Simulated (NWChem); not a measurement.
# C2H8Si2; SMILES C=C([SiH3])[SiH3]

Program: NWChem. Pople sets run with spherical d functions. The geometry was optimised at B3LYP/6-31G* (spherical d). Level: B3LYP/6-31G* with SMD (1 M gas to 1 M solution), gas-phase geometry. Reactions with the solvent are ignored.

For solvent toluene:

| Property | Result |
|---|---|
| solvation free energy (kcal/mol) | -0.7 |
| cavity-dispersion-structure term (kcal/mol) | -0.2 |
| dipole in solution (D) | 1.05 |

Problem. What are these values for solvent water?

Solution. 
| Property | Value |
|---|---|
| solvation free energy (kcal/mol) | 3.8 |
| cavity-dispersion-structure term (kcal/mol) | 4.8 |
| dipole in solution (D) | 1.24 |
